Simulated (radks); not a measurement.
The numbers below are computed, except where a source is named.
Neutral antimony inside a hard spherical wall (all orbitals vanish at R), configuration held at [Kr] 4d10 5s2 5p3 and not refilled when levels cross. Code: a radial shooting solver on a logarithmic mesh with Libxc functionals. Model: scalar-relativistic Kohn-Sham, PBE, spin-unpolarised, spherical densities, finite nucleus; Fermi nuclear charge, rms radius 4.6802 fm. Eigenvalues in eV, with the zero of energy where the potential of the charges vanishes at infinity; a dash marks a level that is unbound or too diffuse for the functional's potential to be trusted. A positive occupied level is held by the wall or, in an anion where self-interaction has pushed it up, behind a barrier. The pressure on the wall is -dE/dV.

R (bohr)  E (hartree)  kinetic (hartree)    e(4p)    e(4d)    e(5s)   e(5p)  e(6s, empty)  e(5d, empty)  pressure (GPa)
free      -6481.26863           6778.297  -101.79  -33.508  -12.830  -4.828             -             -               0
20        -6481.26863           6778.297  -101.79  -33.508  -12.830  -4.828             -             -        < 0.0001
15        -6481.26863           6778.297  -101.79  -33.508  -12.830  -4.828        -0.421         0.958        < 0.0001
10        -6481.26824           6778.301  -101.75  -33.473  -12.800  -4.799         0.248         1.781          0.0107
8         -6481.26458           6778.330  -101.55  -33.272  -12.639  -4.635         1.638         2.816           0.173
7         -6481.25558           6778.389  -101.21  -32.935  -12.375  -4.346         3.319         3.855           0.734
6         -6481.22564           6778.562  -100.41  -32.154  -11.771  -3.634         6.708         5.738            3.38
4         -6480.70785           6780.859  -94.288  -26.233   -6.474   3.277        32.451        18.625             114
3.5       -6480.12015           6783.144  -90.267  -22.408   -2.066   9.045        51.511        27.939             326
3         -6478.77034           6788.136  -83.632  -16.114    6.724  20.252        85.757        44.680            1060
2         -6464.55440           6837.452  -46.182   21.937   80.696  107.22        303.58        153.10           22000
